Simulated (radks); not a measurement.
Coulomb parameter of the 4f shell of the thulium ion Tm2+ in the model configuration [Xe] 4f11.5 5d1.5, as a second difference U = [E(n + 0.5) + E(n - 0.5) - 2 E(n)] / (0.5)^2 with all orbitals relaxed. "Bare": the charge of the atom changes with n. "Screened": the 5d shell takes up the change at fixed total charge, which measures U(4f,4f) + U(5d,5d) - 2 U(4f,5d). Calculated with a radial shooting solver on a logarithmic mesh with Libxc functionals: Dirac Kohn-Sham, LDA (Slater exchange, Perdew-Wang correlation), spin-unpolarised, spherical densities, finite nucleus; open shells are shared between the two j in proportion to 2j + 1; Fermi nuclear charge, rms radius 5.2256 fm. Estimate both.

Answer. U(bare) = 18.250 eV, U(screened by 5d) = 5.625 eV.
